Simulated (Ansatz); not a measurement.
Gas-phase electronic energies from Ansatz, PBE0-D4/def2-TZVP geometries. CCSD(T)/CBS is the MP2 limit (def2-TZVPP, def2-QZVPP) plus CCSD(T) − MP2 in def2-TZVPP, frozen cores. DFT in def2-TZVPP. B3LYP here is the variant with VWN-RPA as its local correlation; programs differ in this. HSE06 is defined as in plane-wave codes. For Br, Ge outer-core shells are correlated without core-valence functions, which leaves a few kJ/mol of doubt a bond. Scalar relativity is left out up to krypton. Each species was taken in one conformer, which may not be the lowest.

Consider the redistribution: `[BH2][GeH2][Br]` + `OB(O)F` → `[BH2][GeH2][OH]` + `OB(F)Br`.

| level | ΔE (kJ/mol) | difference from CCSD(T)/CBS |
| --- | --- | --- |
| LDA (SPW92) | 119.1 | 1.0 |
| PBE-D4 | 114.4 | -3.7 |
| revPBE-D4 | 110.8 | -7.3 |
| B97M-V | 117.0 | -1.1 |
| PBE0-D4 | 122.9 | 4.8 |
| B3LYP-D4 | 122.1 | 4.0 |
| r2SCANh-D4 | 122.1 | 4.0 |
| r2SCAN0-D4 | 126.2 | 8.1 |
| BHLYP-D4 | 131.4 | 13.3 |
| CAM-B3LYP-D4 | 123.0 | 4.9 |
| ωB97X-V | 118.3 | 0.2 |
| ωB97M-V | 121.4 | 3.3 |
| B2PLYP | 120.0 | 1.9 |
| PBE-QIDH | 123.5 | 5.4 |
| PBE | 114.6 | -3.5 |
| revPBE | 112.8 | -5.3 |
| BLYP | 115.6 | -2.5 |
| PBE0 | 123.0 | 4.9 |
| B3LYP | 122.5 | 4.4 |
| r2SCANh | 122.1 | 4.0 |
| r2SCAN0 | 126.2 | 8.1 |
| HSE06 | 123.2 | 5.1 |
| BHLYP | 130.7 | 12.6 |
| CAM-B3LYP | 122.9 | 4.8 |
| LC-ωPBE | 119.3 | 1.2 |
| RPA@PBE/def2-TZVPP | 111.8 | -6.3 |
| HF/def2-SVP | 147.1 | 29.0 |
| MP2/def2-SVP | 128.0 | 9.9 |
| CCSD/def2-SVP | 131.6 | 13.5 |
| CCSD(T)/def2-SVP | 128.7 | 10.6 |
| HF/def2-TZVPP | 138.1 | 20.0 |
| SCS-MP2/def2-TZVPP | 116.0 | -2.1 |
| CCSD/def2-TZVPP | 121.4 | 3.3 |
| CCSD(T)/def2-TZVPP | 117.9 | -0.2 |
| HF/def2-QZVPP | 137.4 | 19.3 |
| MP2/def2-QZVPP | 115.9 | -2.2 |
| SCS-MP2/def2-QZVPP | 116.0 | -2.1 |
| HF/CBS(def2) | 137.3 | 19.2 |
| MP2/CBS(def2) | 116.3 | -1.8 |
| CCSD/CBS(def2) | 121.6 | 3.5 |
| CCSD(T)/CBS | 118.1 | 0 |

Largest T1 diagnostic among the species: 0.012.

From BLYP to BHLYP (50 % exact exchange), in def2-TZVPP and without D4, ΔE moves by +15.1 kJ/mol. In def2-TZVPP, CCSD(T) changes the Hartree–Fock value by −20.2 kJ/mol (the triples alone add −3.5 kJ/mol) and MP2 by −22.1 kJ/mol.
